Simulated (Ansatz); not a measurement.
Consider the cleavage of the B–Ga bond: `[BH2][GaH][O]C` + `[CH2]1[NH][AlH]1` → `B[N]1[CH2][AlH]1` + `C[O][GaH2]`.

Computed with Ansatz on PBE0-D4/def2-TZVP structures; ΔE is electronic, products minus reactants. CBS: MP2 limit from def2 TZ/QZ plus the TZ coupled-cluster correction, frozen cores. DFT in def2-TZVPP. For Ga outer-core shells are correlated without core-valence functions, which leaves a few kJ/mol of doubt a bond. Scalar relativity is left out up to krypton. One conformer a species, not always the lowest.

**Question.** Is it downhill or uphill in electronic energy at CCSD(T)/CBS, and by how much? (Best estimate.)

**Answer.** Computed: Downhill: ΔE = -36.0 kcal/mol.

**Question.** What do these levels give: LDA (SPW92), revPBE-D4, BLYP-D4, r2SCANh-D4, BHLYP-D4, B2PLYP, BLYP, CAM-B3LYP, CCSD(T)/def2-TZVPP, SCS-MP2/def2-QZVPP, HF/CBS(def2), CCSD/CBS(def2)? (Estimate.)

**Answer.** Ansatz gave: LDA (SPW92) -39.9, revPBE-D4 -37.3, BLYP-D4 -38.5, r2SCANh-D4 -38.2, BHLYP-D4 -38.6, B2PLYP -38.4, BLYP -37.8, CAM-B3LYP -38.8, CCSD(T)/def2-TZVPP -37.2, SCS-MP2/def2-QZVPP -37.8, HF/CBS(def2) -38.1, CCSD/CBS(def2) -35.6 kcal/mol.

Largest T1 diagnostic among the species: 0.015.

Leaving LDA and LC-ωPBE aside and taking each functional with its dispersion term where it has one, the values, not all of them listed here, spread over 2.4 kcal/mol, from B97M-V to ωB97X-V. LDA lies −2.9 kcal/mol from PBE without D4. At CCSD(T), def2-SVP lies −4.6 kcal/mol from the extrapolated value and def2-TZVPP −1.2 kcal/mol.
